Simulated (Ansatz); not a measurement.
# Ligand exchange: C4H9Cl + SnCl4 → C3H6Cl2 + Sn(CH3)Cl3

Species: C4H9Cl `CCCCCl`, singlet; SnCl4 (tin tetrachloride) `[Cl][Sn]([Cl])([Cl])[Cl]`, singlet; C3H6Cl2 (1,3-dichloropropane) `ClCCCCl`, singlet; Sn(CH3)Cl3 (methyltin trichloride), singlet. The partners trade CH3 for Cl: C–CH3 and Sn–Cl bonds give way to C–Cl and Sn–CH3.

Shapes, held fixed at every level: PBE0-D4/def2-TZVP. Flexible molecules stand in one conformer, not always the lowest. Programs: Ansatz 0.2.0. Electronic energies: no zero-point or thermal term.

| level | kind | ΔE (kJ/mol) | less CCSD(T)/def2-TZVPP |
| --- | --- | --- | --- |
| HF/def2-TZVPP | Hartree–Fock | +98.6 | +14.4 |
| SPW92/def2-TZVPP | LDA | +84.1 | -0.1 |
| PBE0-D4/def2-TZVPP | global hybrid | +88.1 | +3.9 |
| B2PLYP/def2-TZVPP | double hybrid | +87.0 | +2.8 |
| MP2/def2-SVP | perturbation theory | +108.1 | +23.9 |
| CCSD/def2-SVP | coupled cluster or CI | +107.9 | +23.7 |
| CCSD/def2-TZVPP | coupled cluster or CI | +86.0 | +1.8 |
| CCSD(T)/def2-TZVPP | coupled cluster or CI | +84.2 | 0.0 |

The highest level, CCSD(T)/def2-TZVPP, gives ΔE = +84.2 kJ/mol; the levels span +84.1 to +108.1. The column of differences is taken from that level and isn't an error. No measured value is set beside it here. For atoms past krypton def2 sets carry core potentials with scalar relativity. Correlated rows may include outer-core shells of Sn, which these sets cover unevenly.
